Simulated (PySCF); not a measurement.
C₄H₉NSi, SMILES C=C=C[Si@@H](C)N.

Coordinates come from a r2SCAN-D4/def2-SVP optimisation. The structure was generated by enumeration; whether it is a known compound was not checked. One conformer was computed; it need not be the lowest.

These are PBE/def2-TZVP in PySCF values and carry that method's errors.

The molecule is in vacuum.

Computed frontier levels, gap, dipole moment and polarisability:
The highest occupied level is -5.86 eV and the lowest empty level is -1.09 eV. The orbital gap comes out as 4.77 eV. The dipole moment is 0.93 D. The quadrupole, principal values (traceless, Buckingham form, about the centre of nuclear charge) comes out as -6.55, 1.11, 5.43 D·Å, the mean static polarisability is 87.8 bohr³ (13.01 Å³) and the polarisability, principal values is 67.5, 71.8, 124.0 bohr³.
